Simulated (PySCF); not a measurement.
## State search for InBr

Unrestricted PBE0; PySCF, scalar-relativistic core potentials, basis sets In cc-pVTZ-PP with ECP28, Br cc-pVTZ-PP with ECP10. Outer shells of the fragments: In 4d10 5s2 5p1; Br 3d10 4s2 4p5.

Followed along the bond (rough minima from three points):

```tsv
2Ms+1	unpaired	⟨S²⟩ at the start	R at minimum (Å)	Te (eV)
1	none	0.00	2.57	0.00
3	σ ↑, π ↑	2.01	2.53	3.26
```

Solutions found at the starting distance of 2.505 Å, counted from the lowest of them; the search is not exhaustive and high or unbound solutions are not listed, so other states can lie among these:

```csv
2Ms+1,unpaired,term,E (eV),⟨S²⟩,⟨Lz²⟩,μ (D)
1,none,¹Σ⁺,0.00,0.00,0.00,-3.04
3,"σ ↑, π ↑",³Π,3.24,2.01,1.00,-1.73
1,"σ ↑, π ↓",mixed,3.68,1.01,1.00,-1.23
3,π ↑↑,mixed,5.02,2.01,2.01,3.04
3,σ ↑↑,³Σ⁺,5.11,2.00,0.00,-0.32
3,π ↑↑,mixed,5.16,2.01,2.01,3.13
```

A term symbol is given only where ⟨S²⟩ and ⟨Lz²⟩ are close to those of a pure state; real π, δ and φ orbitals otherwise mix terms. A positive dipole means In(−)Br(+).

Spin–orbit coupling is left out. Counting both spins, an empty level lies below a filled one in some of these solutions, because spin and occupation are held.
